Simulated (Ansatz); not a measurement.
Zn12S12 (started as a model of: (ZnS)12 cage of four- and six-membered rings), 24 atoms. Hardware: 4 threads of AMD EPYC 7R13 on a shared host and a share (37 GiB) of an NVIDIA H100 80GB HBM3.

Correlated methods freeze 168 core orbitals. Single mean-field runs in def2-SVP, def2-TZVP are fitted with def2-universal-jkfit.

Problem. How many basis functions does each of these Ansatz runs have, and roughly what does it cost? PBE0-D4/def2-TZVP, charge 0 singlet, energy, from earlier orbitals; HF/STO-3G, charge 0 singlet, energy; PBE-D4/def2-TZVP, charge 0 singlet, energy, from earlier orbitals; MP2/def2-SVP, charge 0 singlet, energy, from earlier orbitals; r2SCAN-D4/def2-SVP, charge 0 singlet, energy, from earlier orbitals; PBE-D4/def2-SVP, charge 0 singlet, relaxation, 4 steps; PBE0-D4/def2-SVP, charge 0 singlet, energy, from earlier orbitals; PBE-D4/def2-SVP, charge 0 singlet, energy and forces, from earlier orbitals; HF/def2-SVP, charge 0 singlet, energy, from earlier orbitals.

Solution. Other jobs shared the machine, so times can vary by a factor of up to 3.

```json
{"run": "HF/def2-SVP, charge 0 singlet, energy, from earlier orbitals", "functions": "588", "fitting or Cholesky vectors": "4704", "wall time": "4.8 s", "peak host memory (GiB)": "1.2"}
{"run": "PBE-D4/def2-SVP, charge 0 singlet, energy and forces, from earlier orbitals", "functions": "588", "fitting or Cholesky vectors": "4704", "wall time": "5.5 s", "peak host memory (GiB)": "1.3"}
{"run": "r2SCAN-D4/def2-SVP, charge 0 singlet, energy, from earlier orbitals", "functions": "588", "fitting or Cholesky vectors": "4704", "wall time": "5.5 s", "peak host memory (GiB)": "1.3"}
{"run": "PBE-D4/def2-TZVP, charge 0 singlet, energy, from earlier orbitals", "functions": "1020", "fitting or Cholesky vectors": "4704", "wall time": "7.5 s", "peak host memory (GiB)": "1.4"}
{"run": "PBE0-D4/def2-SVP, charge 0 singlet, energy, from earlier orbitals", "functions": "588", "fitting or Cholesky vectors": "4704", "wall time": "7.5 s", "peak host memory (GiB)": "1.3"}
{"run": "MP2/def2-SVP, charge 0 singlet, energy, from earlier orbitals", "functions": "588", "fitting or Cholesky vectors": "5454", "wall time": "8 s", "peak host memory (GiB)": "1.4"}
{"run": "PBE0-D4/def2-TZVP, charge 0 singlet, energy, from earlier orbitals", "functions": "1020", "fitting or Cholesky vectors": "4704", "wall time": "14 s", "peak host memory (GiB)": "1.4"}
{"run": "HF/STO-3G, charge 0 singlet, energy", "functions": "324", "fitting or Cholesky vectors": "3163", "wall time": "18 s", "peak host memory (GiB)": "0.96"}
{"run": "PBE-D4/def2-SVP, charge 0 singlet, relaxation, 4 steps", "functions": "588", "fitting or Cholesky vectors": "4704", "wall time": "25 s", "peak host memory (GiB)": "1.4"}
```
